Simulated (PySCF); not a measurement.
**In+: excitation energy**

In+ [Kr] 4d10 5s2 (1S) → In+ [Kr] 4d10 5s1 5d1 (3D), as a difference of total energies. All numbers are calculated (PySCF 2.14, the spin-free X2C one-electron Hamiltonian (Gaussian nucleus), in aug-cc-pwCVTZ-DK3). Correlated levels: valence: [Kr] 4d10 frozen. The calculations carry no spin-orbit coupling.

```json
{"method": "UHF", "excitation energy (eV)": "11.121"}
{"method": "MP2 (valence)", "excitation energy (eV)": "11.669"}
{"method": "SCS-MP2 (valence)", "excitation energy (eV)": "11.868"}
{"method": "CCSD (valence)", "excitation energy (eV)": "11.837"}
```

Errors of the correlated levels include the incompleteness of this basis and the frozen core.

With two correlated electrons CCSD is exact in that space.

Problem. Which method comes closest to the reference value, and which is furthest?

Solution. The reference is 12.674 eV (measured; NIST levels, between the centres of gravity of the two terms). Closest: SCS-MP2 (valence) (error -0.806 eV); furthest: UHF (error -1.553 eV).
